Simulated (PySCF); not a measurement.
1-chloro-1,3-difluorobuta-1,2-diene (C4H3ClF2), SMILES CC(F)=C=C(F)Cl. Coordinates come from a B3LYP-D3(BJ)/def2-SVP optimisation.

Method: B3LYP-D3(BJ)/def2-SVP (PySCF 2.14.0).

Harmonic wavenumbers (cm⁻¹): 91, 100, 135, 183, 308, 419, 453, 495, 548, 605, 635, 875, 1002, 1041, 1129, 1232, 1393, 1430, 1441, 1511, 2100, 3035, 3107, 3163. Rotational constants (GHz): 3.878, 1.009, 0.9511; symmetry number 1.

**Question.** Work out the zero-point energy and the ideal-gas rigid-rotor harmonic-oscillator thermochemistry at 298.15 K and 1 atm.

**Answer.** ZPE = ½ Σ hcν = ½ × 26431 cm⁻¹ = 158.10 kJ/mol. H − E(el) = 180.13 kJ/mol. Entropy in J/(mol K): translation 168.91, rotation 120.70, vibration 74.68, total 364.29. G − E(el) = 71.52 kJ/mol. Cp = 110.97 J/(mol K). Modes under 150 cm⁻¹ make the vibrational entropy uncertain.
